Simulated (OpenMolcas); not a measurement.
**Computed transition rates of neutral bismuth**

```
Program             : OpenMolcas
Method              : SS-CASPT2, IPEA 0.25 Eh, imaginary shift 0.1 Eh (closed shells correlated: 5d 6s)
Basis               : ANO-RCC-VQZP [9s8p6d4f3g]
Scalar Hamiltonian  : DKH2, point nucleus
Active space        : 3 electrons in 3 orbitals (6p)
State averaging     : 2S+1 = 4 odd, 1 root; 2S+1 = 2 odd, 8 roots
Spin-orbit coupling : state interaction with AMFI integrals over the reference wave functions, term energies averaged over their components
```

Rates come from the transition moments of the reference wave functions (E1 and E2 in the length form). At fixed line strength A goes as λ^-3 for E1 and M1 and as λ^-5 for E2, so a rate at the computed wavelength can be rescaled to the measured one. Measured vacuum wavelengths follow from level energies in NIST Handbook of Basic Atomic Spectroscopic Data. Branching counts decays inside the model space alone, at computed energies, and the table is only a selection of the E2 and M1 lines, drawn from those between levels with measured partners whose computed energy lies within a factor of 1.5 of the measured one.

```json
{"Upper": "6s² 6p³ ²P°_1/2", "Lower": "6s² 6p³ ⁴S°_3/2 [67 %]", "Type": "M1", "λ computed (nm)": "469.4", "λ measured (nm)": "461.7", "A computed (s-1)": "3.98e+01", "A rescaled (s-1)": "", "Branching %": "84.1"}
{"Upper": "6s² 6p³ ²D°_3/2 [65 %]", "Lower": "6s² 6p³ ⁴S°_3/2 [67 %]", "Type": "M1", "λ computed (nm)": "944", "λ measured (nm)": "875.7", "A computed (s-1)": "2.03e+01", "A rescaled (s-1)": "", "Branching %": "99.3"}
{"Upper": "6s² 6p³ ²P°_1/2", "Lower": "6s² 6p³ ⁴S°_3/2 [67 %]", "Type": "E2", "λ computed (nm)": "469.4", "λ measured (nm)": "461.7", "A computed (s-1)": "4.29e+00", "A rescaled (s-1)": "", "Branching %": "9.1"}
{"Upper": "6s² 6p³ ²D°_5/2", "Lower": "6s² 6p³ ⁴S°_3/2 [67 %]", "Type": "M1", "λ computed (nm)": "694", "λ measured (nm)": "647.8", "A computed (s-1)": "3.31e+00", "A rescaled (s-1)": "", "Branching %": "69.5"}
{"Upper": "6s² 6p³ ²P°_1/2", "Lower": "6s² 6p³ ²D°_3/2 [65 %]", "Type": "M1", "λ computed (nm)": "933.7", "λ measured (nm)": "976.4", "A computed (s-1)": "2.26e+00", "A rescaled (s-1)": "", "Branching %": "4.8"}
{"Upper": "6s² 6p³ ²D°_5/2", "Lower": "6s² 6p³ ⁴S°_3/2 [67 %]", "Type": "E2", "λ computed (nm)": "694", "λ measured (nm)": "647.8", "A computed (s-1)": "1.06e+00", "A rescaled (s-1)": "", "Branching %": "22.3"}
{"Upper": "6s² 6p³ ²P°_1/2", "Lower": "6s² 6p³ ²D°_3/2 [65 %]", "Type": "E2", "λ computed (nm)": "933.7", "λ measured (nm)": "976.4", "A computed (s-1)": "8.77e-01", "A rescaled (s-1)": "7.01e-01", "Branching %": "1.9"}
{"Upper": "6s² 6p³ ²D°_5/2", "Lower": "6s² 6p³ ²D°_3/2 [65 %]", "Type": "M1", "λ computed (nm)": "2620", "λ measured (nm)": "2489", "A computed (s-1)": "3.91e-01", "A rescaled (s-1)": "4.56e-01", "Branching %": "8.2"}
{"Upper": "6s² 6p³ ²D°_3/2 [65 %]", "Lower": "6s² 6p³ ⁴S°_3/2 [67 %]", "Type": "E2", "λ computed (nm)": "944", "λ measured (nm)": "875.7", "A computed (s-1)": "1.51e-01", "A rescaled (s-1)": "", "Branching %": "0.7"}
```

Spin-changing lines and M1 lines between different terms are not rescaled, since their strength hangs on the term gaps too.

The largest correction is for 6s² 6p³ ²P°_1/2 → 6s² 6p³ ²D°_3/2 [65 %] (E2): 8.77e-01 × (933.7 / 976.4)^5 = 7.01e-01 s-1, a factor of 0.80.

No measured rate stands beside these. Rescaling mends the energy factor alone: line strengths can still be far off where a level mixes with configurations outside the active space, and weak or spin-changing lines hang on small mixing coefficients that depend on the term gaps too, so rescaling need not improve them.

CASPT2 does not keep the components of a term degenerate, so their means are used; among the terms shown or strongly mixed into the levels shown the widest spread is 110 cm-1 (6s² 6p³ ²D°). Spin-orbit splittings of 6p shells tend to come out small when the coupling is added on scalar orbitals. With the s shell closed, the reference lacks s² → p² mixing. Measured partners are found by configuration, term and J. A level has none where our copy of the source lacks it or the pairing is in doubt (some pairs that miss far off the trend of their configuration count as doubtful). Levels of configurations outside the active space are missing.

A share in square brackets marks a mixed level and gives the weight of the term that names it. ° marks odd parity.
